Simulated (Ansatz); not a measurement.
FGeH5OSi (`[F][GeH2][O][SiH3]`), relaxed with RKS PBE-D4/def2-SVP in Ansatz 0.2.0 from a rough embedded geometry. The force threshold is 0.03 eV/Å; the program also tests the step.

Total charge 0; spin multiplicity 1.

Start:

```xyz
9

F    -2.448    0.156    1.674
Ge   -1.311   -0.132    0.426
O     0.268    0.419    0.983
Si    1.390    0.226   -0.304
H    -1.764    0.683   -0.832
H    -1.248   -1.641    0.101
H     2.730    0.625    0.056
H     1.418   -1.241   -0.621
H     0.965    0.906   -1.484
```

(1) By how much does the energy fall, and how many steps does the optimiser take? (Best estimate.)

(2) Which bonds change most? (An estimate is asked.)

(3) Give the relaxed structure. (Estimate.)

Answers

(1) The calculation gave: 36.91 kJ/mol, in 6 steps.

(2) The calculation gave: Si4–H9 from 1.427 to 1.508 Å; Si4–H7 from 1.443 to 1.500 Å; O3–Si4 from 1.718 to 1.676 Å; F1–Ge2 from 1.713 to 1.750 Å.

(3) The calculation gave: 
```xyz
9

F    -2.232    0.270    1.928
Ge   -1.552   -0.186    0.382
O     0.161    0.262    0.521
Si    1.563    0.188   -0.393
H    -2.241    0.683   -0.698
H    -1.691   -1.722    0.253
H     2.678    0.756    0.435
H     1.892   -1.236   -0.763
H     1.422    0.985   -1.665
```
